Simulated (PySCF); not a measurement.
## Mn²⁺: excitation energy

Mn²⁺ [Ar] 3d5 (6S) → Mn²⁺ [Ar] 3d4 4p1 (high-spin determinant), as a difference of total energies. Calculation: PySCF 2.14, in aug-cc-pVQZ (9s8p6d4f3g2h, 140 functions); no relativity, point nucleus. Correlated levels: valence: [Ar] frozen. The calculations carry no spin-orbit coupling.

```tsv
method	excitation energy (eV)
UHF	13.263
LDA	13.833
PBE	13.521
PBE0	13.651
r2SCAN	13.642
TPSSh	13.554
M06-2X	13.530
r2SCANh	13.679
MP2 (valence)	13.886
SCS-MP2 (valence)	13.471
```

**Question.** How much does correlation contribute at MP2 (valence)?

**Answer.** 13.886 − (13.263) = 0.623 eV, measured against UHF.

A first-order spin-orbit estimate (lowest level to lowest level, LS coupling) adds -0.109 eV.

The determinant of the upper state mixes LS terms, which raises its energy above the lowest term, most at the Hartree-Fock and MP2 levels.
